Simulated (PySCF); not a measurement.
Ligands exchanged one at a time, Ga F-CH3. Isolated molecules, 0 K electronic values unless said otherwise. Strings in code marks are SMILES.

These are B3LYP-D3(BJ)/def2-TZVP in PySCF values and carry that method's errors. All candidates: neutral, multiplicity 1. B3LYP has the VWN-RPA correlation part, as in Gaussian. Excitations are Tamm–Dancoff values on a coarser integration grid. The basis has no diffuse functions, so Rydberg states are missing or too high.

The HOMO–LUMO gap is 8.58 eV and the brightest of the four lowest singlets (TDA) comes out as 7.40 eV. The LUMO is -2.88 eV.

**Question.** Name which member has these values.
(A) `[CH3][Ga]([F])[F]`
(B) `[CH3][Ga]([CH3])[CH3]`
(C) `[CH3][Ga]([CH3])[F]`
(D) `[F][Ga]([F])[F]`

**Answer.** D, `[F][Ga]([F])[F]`. The others give `[CH3][Ga]([CH3])[F]`: 6.82 eV, 7.00 eV, -0.96 eV; `[CH3][Ga]([CH3])[CH3]`: 6.35 eV, 6.68 eV, -0.83 eV; `[CH3][Ga]([F])[F]`: 8.15 eV, 7.54 eV, -1.23 eV
